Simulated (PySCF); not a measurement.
These are B3LYP-D3(BJ)/def2-TZVP // B3LYP-D3(BJ)/def2-SVP run with PySCF values and carry that method's errors. Isolated molecules, 0 K electronic values unless said otherwise. B3LYP has the VWN-RPA correlation part, as in Gaussian. Excitations are Tamm–Dancoff values on a coarser integration grid. The basis has no diffuse functions, so Rydberg states are missing or too high.

Reference species (SMILES): `s1ccc2c(C)c([SiH3])ccc12` (neutral, multiplicity 1).

The brightest of the four lowest singlets (TDA) comes out as 5.57 eV and the dipole moment comes out as 1.15 D. The S1 excitation (TDA) comes out as 4.49 eV.

Changed species: `Cc1c([SiH3])ccc2ccsc12`.

Task: Predict the effect on the brightest of the four lowest singlets (TDA), dipole moment and S1 excitation (TDA).

Result: the brightest of the four lowest singlets (TDA) drops by 0.06 eV, to 5.51 eV; the dipole moment falls by 0.05 D, to 1.10 D; the S1 excitation (TDA) drops by 0.07 eV, to 4.42 eV.
